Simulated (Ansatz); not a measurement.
Ansatz (a quantum-chemistry and plane-wave program) input (CCSD(T)/aug-cc-pVDZ):

Ansatz 0.2 input:
```yaml
crystal:
  periodic: [false, false, false]
  atoms:
    - {symbol: C, position_ang: [1.83031258, -0.38583294, -0.55097805]}
    - {symbol: Ge, position_ang: [0.16365549, 0.04964921, 0.21422095]}
    - {symbol: C, position_ang: [-1.04861882, 1.55779725, -0.45115859]}
    - {symbol: C, position_ang: [-1.11458357, -1.49659849, 0.13990094]}
    - {symbol: H, position_ang: [2.58235988, 0.39319957, -0.38219896]}
    - {symbol: H, position_ang: [1.74669970, -0.59371142, -1.62497411]}
    - {symbol: H, position_ang: [0.28107759, 0.41430701, 1.74478891]}
    - {symbol: H, position_ang: [-1.31001165, 1.38079524, -1.49899317]}
    - {symbol: H, position_ang: [-1.97408405, 1.63870769, 0.13102488]}
    - {symbol: H, position_ang: [-0.51513375, 2.51036165, -0.39399582]}
    - {symbol: H, position_ang: [-0.67934295, -2.36267522, 0.64105492]}
    - {symbol: H, position_ang: [-2.07408033, -1.25575990, 0.60591839]}
    - {symbol: H, position_ang: [-1.29712131, -1.76619406, -0.90428113]}
basis:
  gaussian:
    orbitals: aug-cc-pVDZ
total_charge: -1
magnetization: {spin_polarized: false}
correlation: {method: ccsd_t, electrons: outside_noble_gas}
output: {forces: true}
```

End of the output:

```
mean field evaluation 1: about -59701.4783 eV, gradient 3.5e1 eV
mean field evaluation 2: about -59701.4919 eV, gradient 3.5e1 eV
mean field evaluation 4: about -59705.1410 eV, gradient 4.2e0 eV
mean field evaluation 8: about -59705.2163 eV, gradient 2.7e-1 eV
mean field evaluation 16: about -59704.3737 eV, gradient 1.6e1 eV
mean field -59705.21723989 eV, -2194.1262639162 hartree, gradient 1.3e-6 eV, S^2 0.000000; 0 other end points of the search recorded, 0 dependent functions left out
17 core orbitals not correlated
reference -59705.21723989 eV, -2194.1262639162 hartree; 13, 13 occupied and 156, 156 virtual orbitals, 1877 factors
densities: 10.37 GiB planned
second order -16.01108392 eV of doubles, -0.00000000 eV of singles
coupled cluster: 3.98 GiB planned
cycle   1  -17.04521754 eV  change    -1.0e0 eV  update   9.9e-2
cycle   2  -17.48545296 eV  change   -4.4e-1 eV  update   3.0e-2
cycle   3  -17.59184259 eV  change   -1.1e-1 eV  update   1.9e-2
cycle   4  -17.60069286 eV  change   -8.9e-3 eV  update   6.7e-3
cycle   5  -17.59745570 eV  change    3.2e-3 eV  update   5.1e-3
cycle   6  -17.59695388 eV  change    5.0e-4 eV  update   2.7e-3
cycle   7  -17.59697982 eV  change   -2.6e-5 eV  update   1.4e-3
cycle   8  -17.59686600 eV  change    1.1e-4 eV  update   6.6e-4
cycle   9  -17.59688438 eV  change   -1.8e-5 eV  update   2.9e-4
cycle  10  -17.59702362 eV  change   -1.4e-4 eV  update   1.4e-4
cycle  11  -17.59694378 eV  change    8.0e-5 eV  update   8.3e-5
cycle  12  -17.59692417 eV  change    2.0e-5 eV  update   4.5e-5
cycle  13  -17.59692263 eV  change    1.5e-6 eV  update   2.4e-5
cycle  14  -17.59691376 eV  change    8.9e-6 eV  update   1.1e-5
cycle  15  -17.59691787 eV  change   -4.1e-6 eV  update   5.2e-6
cycle  16  -17.59692076 eV  change   -2.9e-6 eV  update   2.9e-6
perturbative correction -0.64472436 eV, -0.0236931832 hartree
the calculation of the forces begins
1.43 GiB of device memory are held for the factors and their scratch space
Total energy: -59723.45888501 eV, -2194.7966320099 hartree
Atom 0 at     1.830313    -0.385833    -0.550978 Å, force     0.005512    -0.218924     0.196045 eV/Å
Atom 1 at     0.163655     0.049649     0.214221 Å, force    -0.394374     0.120218     0.168413 eV/Å
Atom 2 at    -1.048619     1.557797    -0.451159 Å, force     0.312054    -0.365825     0.174520 eV/Å
Atom 3 at    -1.114584    -1.496598     0.139901 Å, force     0.275183     0.339322     0.034722 eV/Å
Atom 4 at     2.582360     0.393200    -0.382199 Å, force     0.456085     0.335563     0.100483 eV/Å
Atom 5 at     1.746700    -0.593711    -1.624974 Å, force     0.015824    -0.184478    -0.549048 eV/Å
Atom 6 at     0.281078     0.414307     1.744789 Å, force     0.032464     0.034151     0.139114 eV/Å
Atom 7 at    -1.310012     1.380795    -1.498993 Å, force    -0.136285    -0.073727    -0.506065 eV/Å
Atom 8 at    -1.974084     1.638708     0.131025 Å, force    -0.428689     0.021997     0.280350 eV/Å
Atom 9 at    -0.515134     2.510362    -0.393996 Å, force     0.237379     0.466614     0.014107 eV/Å
Atom 10 at    -0.679343    -2.362675     0.641055 Å, force     0.186985    -0.435266     0.233295 eV/Å
Atom 11 at    -2.074080    -1.255760     0.605918 Å, force    -0.461468     0.104906     0.213918 eV/Å
Atom 12 at    -1.297121    -1.766194    -0.904281 Å, force    -0.100671    -0.144551    -0.499853 eV/Å
Dipole moment:    -0.937041     0.259446     0.120177 e Å
```

It need not be the lowest isomer of its formula. Whether it binds its extra electron was not tested at this geometry.
